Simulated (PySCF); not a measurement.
A structure optimised at PBE0-D3(BJ)/def2-SVP, used in a PySCF frequency run:

```xyz
5

Sb     0.3843     0.8033     0.0000
Br    -0.0982    -0.8041    -1.8933
Br    -0.0982    -0.8041     1.8933
O     -1.3280     1.7666     0.0000
H     -2.1035     1.1880     0.0000
```

Write its SMILES, formula and point group.

[OH][Sb]([Br])[Br], Br₂HOSb, Cs

What are its rotational constants (standard atomic weights)?

1.7718, 0.80952, 0.62649 GHz
